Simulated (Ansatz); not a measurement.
Computed with Ansatz on PBE0-D4/def2-TZVP structures; ΔE is electronic, products minus reactants. CCSD(T)/CBS is the MP2 limit (def2-TZVPP, def2-QZVPP) plus CCSD(T) − MP2 in def2-TZVPP, frozen cores. This one scheme is used for every species. Functionals use def2-TZVPP. B3LYP here is the variant with VWN-RPA as its local correlation; programs differ in this. One conformer a species, not always the lowest.

Reaction (formal hydrolysis of a C–C bond): `C=C(F)C=C(F)F` + H₂O → `C=C(O)F` + `C=C(F)F`

CCSD(T)/CBS gives +7.0 kcal/mol.

Task: Another level gave +2.9 kcal/mol. Which?
A. LC-ωPBE/def2-TZVPP
B. MP2/def2-TZVPP
C. B3LYP/def2-TZVPP
D. BLYP-D4/def2-TZVPP

Result: A. LC-ωPBE 2.9, B3LYP 4.1, BLYP-D4 6.0, MP2/def2-TZVPP 7.4 kcal/mol.

Largest T1 diagnostic among the species: 0.013.

In def2-TZVPP, CCSD(T) changes the Hartree–Fock value by +4.4 kcal/mol (the triples alone add +0.7 kcal/mol) and MP2 by +5.6 kcal/mol. The D4 term adds +1.4 kcal/mol with B3LYP and +0.8 kcal/mol with PBE0; it sums over pairs of atoms, weighted by their polarisabilities, and B3LYP, whose exchange is more repulsive, gets the larger term.
